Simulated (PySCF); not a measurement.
B(H)(OH)(OSiH3), H5BO2Si, SMILES OBO[SiH3] at its B3LYP/def2-SVP optimised geometry (Å):

```
9

B     -1.1523    -1.2787    -1.6836
H     -1.6389    -1.9620    -0.8136
O     -1.3999    -1.6277    -2.9679
H     -0.9734    -1.0273    -3.5965
O     -0.3779    -0.1899    -1.4030
Si     0.1512     0.5599     0.0000
H     -0.3570    -0.1594     1.2028
H     -0.3465     1.9620     0.0000
H      1.6389     0.5599     0.0000
```

Method: B3LYP/def2-TZVP run with PySCF. Cells within 0.4 Å of a nucleus heavier than hydrogen are left out (blank, or x).

Map of the deformation density (molecule minus spherical neutral atoms) (e/bohr³) on the plane z = 0.0 Å:

```
|111111111111111111111111111|
|111111111111111111111111111|
|111111111111111111111111111|
|111111111111111111111111111|
|111111111111111111111111111|
|111111111111111111111111111|
|111111111112432111111111111|
|111111111124963111111111111|
|111111111124763111111111111|
|111111111113442112211111111|
|1111111111011xx135421111111|
|1111111110000xx257931111111|
|1111111110000xx146621111111|
|111111111100000023211111111|
|111111111111000011111111111|
|111111111111100011111111111|
|111111111111111111111111111|
|111111111111111111111111111|
|111111111111111111111111111|
|111111111111111111111111111|
|111111111111111111111111111|
|111111111111111111111111111|
|111111111111111111111111111|
|111111111111111111111111111|
|111111111111111111111111111|
|111111111111111111111111111|
|111111111111111111111111111|
```
Scale: ten equal steps from -0.019 (start of '0') to 0.097 (end of '9'), in the order '0123456789'; x runs from -4.00 to 4.00, y from -4.00 (bottom) to 4.00 (top).
